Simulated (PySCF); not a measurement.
Titanium: a sound run and one with changed settings

Sound run: Ti⁺ [Ar] 3d2 4s1, Ti²⁺ [Ar] 3d2. All numbers are calculated (PySCF 2.14, scalar relativity by spin-free X2C-1e, in cc-pVTZ-DK). In the sound run the correlated levels freeze [Ar]. The sound run starts from symmetry-adapted Hartree-Fock orbitals and uses a fine grid where one is needed.

Changed run: initial guess sap, at most 50 SCF cycles.

```json
{"species": "Ti⁺", "method": "UHF", "sound run (hartree)": "-852.54329", "changed run (hartree)": "-852.50904", "converged": "yes"}
{"species": "Ti⁺", "method": "TPSS", "sound run (hartree)": "-853.49703", "changed run (hartree)": "-853.50479", "converged": "yes"}
{"species": "Ti⁺", "method": "M06-2X", "sound run (hartree)": "-853.46023", "changed run (hartree)": "-853.45105", "converged": "yes"}
{"species": "Ti²⁺", "method": "UHF", "sound run (hartree)": "-852.06777", "changed run (hartree)": "-852.06777", "converged": "yes"}
{"species": "Ti²⁺", "method": "TPSS", "sound run (hartree)": "-852.99326", "changed run (hartree)": "-852.99326", "converged": "yes"}
{"species": "Ti²⁺", "method": "M06-2X", "sound run (hartree)": "-852.96088", "changed run (hartree)": "-852.96088", "converged": "yes"}
{"species": "Ti²⁺", "method": "MP2", "sound run (hartree)": "-852.07225", "changed run (hartree)": "-852.07225", "converged": "yes"}
```

The plain start fixes occupations by D2h representation alone, and Ti⁺ at UHF, Ti⁺ at TPSS, Ti⁺ at M06-2X landed in another state (other ⟨L²⟩ or ⟨S²⟩).
